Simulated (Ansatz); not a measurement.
A structure relaxed at PBE-D4/def2-SVP in Ansatz, charge 0, doublet:

Cartesian coordinates in Å:
```
In 0.409 -1.192 2.660
Sn -4.856 1.098 0.060
Sn 0.066 -5.065 -0.277
Sn -3.689 -3.178 1.703
Sn -1.666 -1.349 -1.965
Sn 2.759 -0.248 -1.460
Sn -0.481 2.289 0.756
Sn 1.758 3.951 -2.975
Sn 3.977 3.370 1.064
Sn -0.458 -3.777 -2.726
Sn 2.514 1.360 -3.766
Sn -4.100 -1.548 -0.562
Sn -0.739 3.711 -1.692
Sn -3.068 2.262 1.894
Sn -2.449 -5.580 0.893
Sn 1.678 -3.470 1.408
Sn -2.072 -1.989 3.687
Sn 0.253 -0.314 -0.157
Sn 4.654 0.724 0.377
Sn 1.490 3.492 2.382
Sn 3.705 4.993 -1.225
H -6.484 1.168 0.666
H -4.809 2.053 -1.392
H 0.889 -6.574 -0.572
H -5.271 -3.575 2.326
H -1.759 -0.205 -3.281
H 3.156 -1.868 -1.964
H 1.488 -0.040 3.417
H 1.595 4.985 -4.369
H 5.214 4.050 2.088
H -1.507 -4.733 -3.727
H 0.983 -3.440 -3.636
H 1.302 0.665 -4.799
H 4.007 1.389 -4.655
H -5.309 -2.250 -1.606
H -1.834 2.810 -2.698
H -1.474 5.261 -1.397
H -3.513 3.911 2.221
H -3.072 1.417 3.407
H -3.433 -6.425 -0.265
H -2.261 -6.632 2.264
H 2.197 -4.496 2.730
H 3.133 -3.035 0.554
H -1.849 -3.269 4.851
H -3.003 -0.769 4.504
H 4.637 -0.275 1.797
H 6.265 0.682 -0.274
H 1.519 2.766 3.955
H 1.045 5.162 2.589
H 5.215 5.128 -2.074
H 3.248 6.598 -0.738
```

(1) Give its formula.

(2) Summarise the bond lengths by kind (pairs closer than 1.2 times the sum of covalent radii, bridged metal pairs left out).

## Answers

(1) InSn20H30, a doped nanocrystal cut from the lattice of tin (In on a surface site).

(2) 24 × Sn–Sn 2.81 to 2.85 Å; 3 × In–Sn 2.80 to 2.96 Å; 29 × H–Sn 1.73 to 1.75 Å; 1 × H–In 1.75 Å.

In the def2 sets In, Sn take a core potential; there is no spin–orbit coupling. Single mean-field runs in def2-SVP are fitted with def2-universal-jkfit. Another isomer (doublet) lies 0.11 eV lower at PBE0-D4/def2-SVP; other spin states weren't run for this one.
